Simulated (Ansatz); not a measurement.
A structure relaxed at PBE0-D4/def2-TZVP in Ansatz, charge 0, singlet:

```
atom   x (Å)   y (Å)   z (Å)
 Ti1  -1.216  -0.043   0.588
 Si2   0.903   0.883   0.380
 Si3   0.313  -0.840  -0.968
```

Give its formula and point group.

TiSi2 (the lowest singlet isomer of a short search). Point group C2v (tolerance 0.1 Å).

Summarise the bond lengths by kind (pairs closer than 1.2 times the sum of covalent radii, bridged metal pairs left out).

2 × Si–Ti 2.32 Å; 1 × Si–Si 2.27 Å. The metal has 2 neighbours: Si 2.32 Å, Si 2.32 Å.

The restricted singlet is unstable: a solution with broken spin symmetry lies lower. The relaxation made no stability test and no search for a lower SCF solution. At PBE0-D4/def2-TZVP a triplet of charge 0 lies 0.86 eV below the restricted singlet, each at its own geometry. The structure comes from a short search, and lower isomers may exist.
